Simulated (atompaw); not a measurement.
**An all-electron radial function and its pseudo partner (dysprosium (Dy))**

Columns: radius, all-electron u(r) and pseudo u(r) of the 5s shell (level -48.92 eV) of dysprosium in the configuration [Kr] 4d10 4f10 5s2 5p6 5d0 6s2 6p0; PBE, scalar-relativistic, PAW (atompaw) scheme, atompaw 4.2.0.5.

```
r (bohr)  all-electron  pseudo
   0.113        0.0998  0.2603
   0.227        0.2177  0.5095
   0.340       -0.3936  0.7312
   0.454       -0.5309  0.9193
   0.567       -0.2303  1.0635
   0.681        0.2037  1.1628
   0.794        0.5795  1.2155
   0.908        0.8409  1.2257
   1.021        0.9839  1.1993
   1.135        1.0344  1.1432
   1.248        1.0187  1.0669
   1.362        0.9602  0.9770
   1.475        0.8782  0.8819
   1.588        0.7854  0.7856
   1.702        0.6898  0.6898
   1.815        0.5984  0.5984
   1.929        0.5131  0.5131
   2.042        0.4368  0.4368
   2.156        0.3688  0.3688
   2.269        0.3102  0.3102
   2.383        0.2592  0.2592
   2.496        0.2162  0.2162
   2.610        0.1794  0.1794
   2.723        0.1487  0.1487
   2.837        0.1228  0.1228
   2.950        0.1014  0.1014
```

Q: How many radial nodes do the two functions have?

A: The all-electron 5s function has n − l − 1 = 4 (the table is too coarse to show those close to the nucleus); the pseudo-wave has 0, since the states of the same l below it are removed with the core.

Q: At about which radius was the pseudo-wave matched?

A: 1.65 bohr, where the columns begin to agree (steps of 0.11 bohr).

Q: Is the pseudo-wave norm-conserving?

A: No, it belongs to a PAW set: the norm inside the radius is not constrained, and the difference is carried by the augmentation charge.
